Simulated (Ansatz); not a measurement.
A nudged elastic band was laid between two geometries of CH₄GeS (7 atoms, charge 0, multiplicity 1).

Theory: UKS BHLYP-D4/def2-SVP (Ansatz).

* movable images: 5
* climbing image: yes
* spring: 5.0 eV/Å²
* optimiser: quadratic models (default)
* start path: through a guess of the saddle point
* force threshold: 0.03 eV/Å
* iteration limit: 60
* end points: relaxed

First end point:

```xyz
7
Properties=species:S:1:pos:R:3
S 0.022 -2.267 0.832
C -0.553 -0.993 0.039
Ge 0.368 0.734 -0.093
H -1.530 -1.070 -0.452
H 0.246 1.262 -1.528
H -0.323 1.720 0.856
H 1.830 0.546 0.300
```

Last end point:

```xyz
7
Properties=species:S:1:pos:R:3
S -1.239 -1.447 0.588
C -0.080 -0.914 -0.437
Ge 0.565 0.900 -0.118
H -1.478 -2.707 0.132
H 0.334 1.677 -1.414
H -0.106 1.644 1.051
H 2.066 0.779 0.152
```

(1) What changes between the two ends?

(2) Give the energies along the band, and the barrier.

(3) What is the geometry of the highest image?

Results:

(1) Bonds broken: C2–H4. Bonds formed: S1–H4.

(2) The run converged. The highest image is number 3 of 0 to 6, 3.50 eV above the first end and 1.54 eV above the last; the last end lies 1.97 eV above the first. The profile has 2 maxima (images 3, 5) with wells between them (image 4): this band takes more than one step, which may be the mechanism or a detour left from its start path. Neighbouring images differ by up to 2.1 eV, so the band resolves the path poorly. A vibrational analysis at the climbing image gives one clearly imaginary mode, 1880i cm⁻¹: a first-order saddle point.

```
image  path coordinate (Å)  energy (eV)  C2–H4 (Å)  S1–H4 (Å)
    0                 0.00         0.00       1.10       2.34
    1                 0.48         0.08       1.09       2.27
    2                 0.97         1.37       1.12       1.88
    3                 1.45         3.50       1.45       1.44
    4                 2.36         1.98       2.30       1.35
    5                 3.27         2.02       2.34       1.36
    6                 4.17         1.97       2.34       1.36
```

(3) 
```xyz
7
Properties=species:S:1:pos:R:3
S -0.220 -2.277 0.376
C -0.701 -0.701 -0.044
Ge 0.425 0.886 -0.083
H -1.549 -1.877 -0.001
H 0.413 1.447 -1.507
H -0.168 1.919 0.877
H 1.862 0.535 0.337
```

Run time: 7 min on 2 threads of AMD EPYC 7R13 Processor (Zen 3), on a shared host, peak memory 0.3 GiB.
